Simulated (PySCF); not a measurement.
Polarisability and C₆ of Rh⁺ (rhodium, charge +1)

[Kr] 4d8, high-spin 3F determinant. Computed with PySCF 2.14 in ANO-RCC-VTZP, with the spin-free X2C one-electron Hamiltonian (Gaussian nucleus). Coupled (time-dependent) response in atomic units; α is the mean over directions. The basis has no added diffuse functions, which lowers α and C₆.

```
 method  mean α (bohr³)  C₆ (like pair)  S(−4)
r2SCAN0           11.58           69.35  62.78
   BP86           13.02           76.52  95.02
```

S(−4) is the Cauchy moment in α(ω) = α(0) + S(−4) ω² + …

Spin-orbit coupling is absent.

α(iu) at r2SCAN0:

```tsv
u (hartree)	α(iu) (bohr³)
0	11.58
0.0500	11.42
0.100	11.00
0.200	9.742
0.300	8.464
0.500	6.621
0.750	5.246
1.00	4.319
1.50	3.041
2.00	2.206
3.00	1.265
5.00	0.5520
```

A single London oscillator, α(iu) = α/(1 + u²/ω²), gives C₆ = (3/4) ω α². Matching the computed C₆ needs ω = 4 × 69.35 / (3 × 11.58²) = 0.690 hartree.

For an ion, C₆ is the dispersion term alone; charge-induced terms of lower order in 1/R come first.
